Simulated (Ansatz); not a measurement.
Cost and result for the atomization energy of `FB(S)O[SiH3]` (9 atoms, 8 bonds).

Z-matrix (Å, degrees):
```
Si
O 1 1.653
H 1 1.481 2 107.9
H 1 1.485 2 110.1 3 120.4
H 1 1.481 2 107.9 3 -119.3
B 2 1.343 1 138.4 3 -121.3
S 6 1.819 2 122.1 1 -0.0
F 6 1.328 2 118.4 1 180.0
H 7 1.342 6 94.8 2 -180.0
```

Total charge 0; spin multiplicity 1. Geometry: relaxed with PBE0-D4/def2-TZVP. It is one conformer, not always the lowest. Program: Ansatz. All runs use 4 threads of an Arm Neoverse N1 on a shared host. Times are those of one run each, without the atoms' runs, and a repeat can differ threefold. Electronic energies, without spin–orbit coupling; frozen cores. CCSD(T)/CBS adds CCSD(T) − MP2 in def2-TZVPP to the MP2 limit, and its time is that of the two runs behind it. T1 = 0.013. B3LYP takes the VWN-RPA correlation (the form of Gaussian; ORCA's B3LYP/G).

CCSD(T)/CBS is a level of theory with its own doubt, some kJ/mol a heavy atom from the limit and from the frozen cores, so smaller differences don't rank the functionals.

```json
{"level": "LDA (SPW92)/def2-TZVPP", "functions": "233", "wall time": "1.9 s"}
{"level": "revPBE-D4/def2-TZVPP", "functions": "233", "wall time": "3 s"}
{"level": "BHLYP-D4/def2-TZVPP", "functions": "233", "wall time": "4.4 s"}
{"level": "PBE0-D4/def2-TZVPP", "functions": "233", "wall time": "4.5 s"}
{"level": "CCSD(T)/def2-SVP", "functions": "98", "wall time": "6 s"}
{"level": "B3LYP-D4/def2-TZVPP (with forces)", "functions": "233", "wall time": "7 s"}
{"level": "r2SCAN-D4/def2-TZVPP (with forces)", "functions": "233", "wall time": "7.5 s"}
{"level": "r2SCANh-D4/def2-TZVPP", "functions": "233", "wall time": "8 s"}
{"level": "ωB97X-V/def2-TZVPP", "functions": "233", "wall time": "12 s"}
{"level": "B97M-V/def2-TZVPP", "functions": "233", "wall time": "14 s"}
{"level": "MP2/def2-QZVPP", "functions": "431", "wall time": "28 s"}
{"level": "CCSD(T)/def2-TZVPP", "functions": "233", "wall time": "2.8 min"}
{"level": "CCSD(T)/CBS(def2)", "functions": "–", "wall time": "3.3 min"}
```

Question: What atomization energy does each give, and how far from CCSD(T)/CBS? (Best estimate.)

Answer: The calculation gave: 
```csv
level,atomization (kcal/mol),difference from CCSD(T)/CBS,per bond
LDA (SPW92)/def2-TZVPP,925.8,112.9,14.1
revPBE-D4/def2-TZVPP,799.7,-13.2,-1.6
BHLYP-D4/def2-TZVPP,789.6,-23.3,-2.9
PBE0-D4/def2-TZVPP,806.8,-6.1,-0.8
CCSD(T)/def2-SVP,763.5,-49.4,-6.2
B3LYP-D4/def2-TZVPP (with forces),810.3,-2.6,-0.3
r2SCAN-D4/def2-TZVPP (with forces),817.5,4.6,0.6
r2SCANh-D4/def2-TZVPP,811.4,-1.5,-0.2
ωB97X-V/def2-TZVPP,816.5,3.6,0.4
B97M-V/def2-TZVPP,819.1,6.2,0.8
MP2/def2-QZVPP,824.0,11.1,1.4
CCSD(T)/def2-TZVPP,791.1,-21.8,-2.7
CCSD(T)/CBS(def2),812.9,0.0,0.0
```

From r2SCAN to r2SCAN0 (25 % exact exchange), in def2-TZVPP and without D4, the atomization energy moves by −14.9 kcal/mol: exact exchange takes away binding that semilocal exchange gives to molecules. The D4 term adds +7.7 kcal/mol with B3LYP and +4.0 kcal/mol with PBE0; it sums over pairs of atoms, weighted by their polarisabilities, and B3LYP, whose exchange is more repulsive, gets the larger term. In def2-TZVPP, CCSD(T) changes the Hartree–Fock value by +180.2 kcal/mol (the triples alone add +11.6 kcal/mol) and MP2 by +200.1 kcal/mol; breaking electron pairs costs correlation energy, which Hartree–Fock lacks.
